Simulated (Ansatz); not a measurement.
Ge(H)2(Cl)(vinyl) (C₂H₅ClGe), SMILES C=[CH][GeH2][Cl].

The structure is a stationary point at r2SCAN-D4/def2-SVP. This is a generated structure with no PubChem entry under its InChIKey; it may be hypothetical. Other conformers were not sampled.

Two levels are set side by side: PBE/def2-SVPD (Ansatz, a first-principles code) and PBE0/def2-SVPD (Ansatz). Energy differences of separate SCF runs at the same geometry; the states with an electron removed or added have multiplicity 2 and 2. Differences are taken from unrounded values.

```json
[
 {"quantity": "vertical ionisation energy (eV)", "PBE0": "10.24"},
 {"quantity": "vertical singlet–triplet gap (eV)", "PBE0": "4.15"}
]
```

What does PBE give, and how far is it from PBE0? (Estimate from the structure and the level; the computed values follow.)


```tsv
quantity	PBE	PBE minus PBE0
vertical ionisation energy (eV)	9.91	-0.33
vertical singlet–triplet gap (eV)	4.33	0.18
```
